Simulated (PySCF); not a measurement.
A calculated (PBE, PySCF 2.14, x2c-SVPall, scalar relativity by spin-free X2C-1e) atom or ion has these occupied shells.

| shell | electrons | orbital energy (eV) | rms radius, mean of both spins (bohr) |
| --- | --- | --- | --- |
| 1s α | 1 | -7587.0 | 0.0649 |
| 1s β | 1 | -7587.0 | 0.0649 |
| 2s α | 1 | -900.04 | 0.277 |
| 2s β | 1 | -898.53 | 0.277 |
| 2p α | 3 | -771.23 | 0.249 |
| 2p β | 3 | -770.09 | 0.249 |
| 3s α | 1 | -104.04 | 0.832 |
| 3s β | 1 | -100.58 | 0.832 |
| 3p α | 3 | -67.288 | 0.891 |
| 3p β | 3 | -63.894 | 0.891 |
| 3d α | 5 | -9.640 | 1.23 |
| 3d β | 2 | -7.367 | 1.23 |
| 4s α | 1 | -5.708 | 3.14 |
| 4s β | 1 | -5.155 | 3.14 |

Task: Name the element and its charge.

Result: Co (cobalt, neutral), in [Ar] 3d7 4s2, high-spin 4F determinant.
